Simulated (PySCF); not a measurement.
Members of one series of related molecules.

All values: wB97X-D/def2-SVPD (PySCF) at GFN2-xTB geometries, gas phase, one conformer each. Core orbitals are frozen in the response; Δα² is half the sum of the squared differences of the principal polarisabilities.

(1) Rank by HOMO–LUMO gap, highest first.
A. `O[Si@@H]1C[SiH2][C@H](F)C1`
B. `C1[Si@H](C#C)C[SiH2][C@@H]1F`
C. `F[C@@H]1C[Si@@H](P)C[SiH2]1`

(2) Rank by HOMO energy, lowest first.
A. `C#C[Si@@H]1C[SiH2][C@H](F)C1`
B. `O[Si@@H]1C[SiH2][C@H](F)C1`
C. `F[C@@H]1C[Si@H](Cl)C[SiH2]1`
D. `F[C@@H]1C[Si@@H](P)C[SiH2]1`

(3) Rank by polarisability anisotropy Δα, highest first.
A. `[F:1][C@@H:2]1[CH2:3][Si@@H:4]([PH2:5])[CH2:6][SiH2:7]1` with C3–Si4–P5–H -79° and -172°, F1–C2–C3–Si4 -74°, C2–C3–Si4–P5 -145°, C3–Si4–C6–Si7 7°, Si4–C6–Si7–C2 13°
B. `[F:1][C@@H:2]1[CH2:3][Si@H:4]([Cl:5])[CH2:6][SiH2:7]1` with F1–C2–C3–Si4 -166°, C2–C3–Si4–Cl5 148°, C3–Si4–C6–Si7 -4°, Si4–C6–Si7–C2 -16°
C. `[CH:1]#[C:2][Si@@H:3]1[CH2:4][SiH2:5][C@H:6]([F:7])[CH2:8]1` with C2–Si3–C4–Si5 -122°, Si3–C4–Si5–C6 -14°, C4–Si5–C6–F7 158°, Si5–C6–C8–Si3 -42°
D. `[OH:1][Si@@H:2]1[CH2:3][SiH2:4][C@H:5]([F:6])[CH2:7]1` with H–O1–Si2–C3 70°, O1–Si2–C3–Si4 -97°, Si2–C3–Si4–C5 1°, C3–Si4–C5–F6 87°, Si4–C5–C7–Si2 45°

Answers

(1) A (11.72 eV), B (11.34 eV), C (11.07 eV).

(2) C (-10.12 eV), A (-9.97 eV), B (-9.84 eV), D (-9.33 eV).

(3) C (5.64 Å³), A (5.09 Å³), B (3.71 Å³), D (2.51 Å³).

All values together:

| SMILES | formula | μ (D) | HOMO (eV) | LUMO (eV) | α (Å³) | Δα (Å³) | electrons | α per electron (Å³) |
| --- | --- | --- | --- | --- | --- | --- | --- | --- |
| F[C@@H]1C[SiH2]C[SiH2]1 | C3H9FSi2 | 1.91 | -9.84 | 1.92 | 12.65 | 2.73 | 64 | 0.198 |
| F[C@@H]1C[Si@@H](P)C[SiH2]1 | C3H10FPSi2 | 0.97 | -9.33 | 1.74 | 16.64 | 5.09 | 80 | 0.208 |
| F[C@@H]1C[Si@H](Cl)C[SiH2]1 | C3H8ClFSi2 | 1.94 | -10.12 | 1.70 | 14.25 | 3.71 | 80 | 0.178 |
| O[Si@@H]1C[SiH2][C@H](F)C1 | C3H9FOSi2 | 1.96 | -9.84 | 1.88 | 12.84 | 2.51 | 72 | 0.178 |
| C#C[Si@@H]1C[SiH2][C@H](F)C1 | C5H9FSi2 | 2.16 | -9.97 | 1.37 | 15.65 | 5.64 | 76 | 0.206 |

Conformers: `[F:1][C@@H:2]1[CH2:3][SiH2:4][CH2:5][SiH2:6]1` with F1–C2–C3–Si4 -75°, C2–C3–Si4–C5 -38°, C3–Si4–C5–Si6 19°, Si4–C5–Si6–C2 0°; `[F:1][C@@H:2]1[CH2:3][Si@@H:4]([PH2:5])[CH2:6][SiH2:7]1` with C3–Si4–P5–H -79° and -172°, F1–C2–C3–Si4 -74°, C2–C3–Si4–P5 -145°, C3–Si4–C6–Si7 7°, Si4–C6–Si7–C2 13°; `[F:1][C@@H:2]1[CH2:3][Si@H:4]([Cl:5])[CH2:6][SiH2:7]1` with F1–C2–C3–Si4 -166°, C2–C3–Si4–Cl5 148°, C3–Si4–C6–Si7 -4°, Si4–C6–Si7–C2 -16°; `[OH:1][Si@@H:2]1[CH2:3][SiH2:4][C@H:5]([F:6])[CH2:7]1` with H–O1–Si2–C3 70°, O1–Si2–C3–Si4 -97°, Si2–C3–Si4–C5 1°, C3–Si4–C5–F6 87°, Si4–C5–C7–Si2 45°; `[CH:1]#[C:2][Si@@H:3]1[CH2:4][SiH2:5][C@H:6]([F:7])[CH2:8]1` with C2–Si3–C4–Si5 -122°, Si3–C4–Si5–C6 -14°, C4–Si5–C6–F7 158°, Si5–C6–C8–Si3 -42°.
